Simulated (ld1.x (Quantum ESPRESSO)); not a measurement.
**Configuration tests for Sc (RRKJ)**

* Element: scandium
* Generator: ld1.x (Quantum ESPRESSO) 7.5
* Type: norm-conserving RRKJ (Kleinman–Bylander form)
* Functional: PBE
* Relativity: scalar-relativistic
* Frozen core: [Ar]
* Valence charge: 3
* Reference configuration: 3d1 4s0.5 4p0 (charge +1.5)
* Partial waves: 4p (bound, empty): rc 2.90 bohr; 3d (bound): rc 1.50 bohr; 4s (bound): rc 3.05 bohr
* Local potential: the s channel
* Core correction: Bessel-smoothed model core, default radius (core density twice the valence density)

Energies are relative to the spin-unpolarised reference configuration 3d1 4s0.5 4p0; without spin polarisation the order of configurations can differ from experiment. The frozen-core shift is the all-electron ΔE with the core orbitals held at their reference shape minus the fully relaxed ΔE.

| valence configuration | charge | ΔE all-electron (eV) | error AE − PS (meV) | frozen-core shift (meV) |
| --- | --- | --- | --- | --- |
| 3d1 4s2 4p0 | 0 | -12.506 | -5.1 | +6.5 |
| 3d1 4s0 4p0 | +2 | 7.159 | -4.2 | +4.7 |
| 3d0 4s2 4p0 | +1 | -4.124 | -457 | +347 |
| 3d0 4s2 4p1 | 0 | -9.041 | -520 | +322 |
| 3d2 4s1 4p0 | 0 | -10.838 | -174 | +128 |

What are ΔE and the potential's error for 3d1 4s1 4p0?

ΔE = -5.609 eV all-electron; the error (AE − PS) is -1.3 meV.

What are ΔE and the potential's error for 3d2 4s0 4p0?

ΔE = -4.928 eV all-electron; the error (AE − PS) is -296 meV.

Levels in the configuration 3d0 4s2 4p0:

```json
{"level": "4s", "all-electron (eV)": "-11.304", "pseudo (eV)": "-11.296"}
```
